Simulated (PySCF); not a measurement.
Vibration and rotation of SrH

UHF-CCSD(T) constants of SrH, ²Σ⁺ (doublet), unpaired electrons σ ↑ (basis Sr def2-SVPD with ECP28, H def2-SVPD; scalar-relativistic core potentials; PySCF 2.14; masses 87.9056 and 1.0078 u):

| Quantity | Value |
| --- | --- |
| ωe | 1193.5 cm⁻¹ |
| ωexe | 16.9 cm⁻¹ |
| Be | 3.6263 cm⁻¹ |
| αe | 0.0848 cm⁻¹ |
| D (centrifugal) | 0.000134 cm⁻¹ |
| De to Sr + H | 1.66 eV |

Q: Give the vibrational terms G(v) and spacings up to v = 6.

A: G(v) = ωe(v+½) − ωexe(v+½)².

```tsv
v	G(v) (cm⁻¹)	G(v) − G(v−1)	Bv (cm⁻¹)
0	592.5		3.584
1	1752.2	1159.7	3.499
2	2878.1	1125.9	3.414
3	3970.2	1092.1	3.329
4	5028.5	1058.3	3.245
5	6053.0	1024.5	3.160
6	7043.7	990.7	3.075
```

Q: How well does the Morse estimate ωe²/(4ωexe) reproduce De, and what is D0?

A: It gives 2.61 eV, 157 % of the computed De. D0 = De − G(0) = 1.66 − 0.07 = 1.59 eV.

Correlated steps freeze no core orbitals. Correlated levels converge slowly with the basis: in double zeta they bind strong bonds too weakly, by up to about 1 eV, and carry superposition errors of some tenths. Spin–orbit coupling is left out. The state was picked by a PBE0 search and need not be the measured ground state.
